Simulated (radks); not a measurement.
Task: The mean radii <r> (bohr) of the occupied orbitals of an atom or ion are listed with their occupations. Calculated with a radial shooting solver on a logarithmic mesh with Libxc functionals: non-relativistic Kohn-Sham, LDA (Slater exchange, Perdew-Zunger correlation), spin-unpolarised, spherical densities, point nucleus.

| orbital | occ. | <r> |
|---|---|---|
| 1s | 2 | 0.09166 |
| 2s | 2 | 0.4480 |
| 2p | 6 | 0.4081 |
| 3s | 2 | 1.496 |
| 3p | 4 | 1.706 |

Name the element and its charge.

Result: Z = 17, chlorine, charge +1: Cl+ in [Ne] 3s2 3p4. The 1s radius gives Z: for a bare nucleus <r> = 1.5/Z, 0.08824 bohr for Z = 17, and screening makes it slightly larger (0.09166 here). The occupations add up to 16, and the charge is Z minus that.
